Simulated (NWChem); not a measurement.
System: CH2BF3; SMILES BC(F)(F)F

Input file for NWChem:

```
start job
memory heap 200 mb stack 900 mb global 1100 mb
geometry units angstroms
  B      1.194584     0.424091     1.149571
  C      0.090204     0.005196     0.057087
  F     -1.023470     0.750121     0.271407
  F     -0.314031    -1.280121     0.103790
  F      0.436581     0.223604    -1.227802
  H      1.187343    -0.137662     2.167601
  H      1.906368     1.302783     0.892046
end
basis spherical
  * library def2-svp
end
dft
  xc pbe0
  iterations 150
end
driver
  maxiter 120
end
task dft optimize
task dft freq
```

The level has its own optimisation; frequencies are unscaled.

Problem. Predict the main results of this run. (PBE0/def2-SVP.) Quantities: r B–C (Å); r B–H (Å); highest harmonic frequency (cm⁻¹); lowest (cm⁻¹); zero-point energy (kcal/mol); dipole (D).

Solution. The r B–C (Å) is 1.597 and the r B–H (Å) is 1.201. The highest harmonic frequency (cm⁻¹) is 2754. The lowest (cm⁻¹) is 140 and the zero-point energy (kcal/mol) is 21.9. The dipole (D) comes out as 1.68.
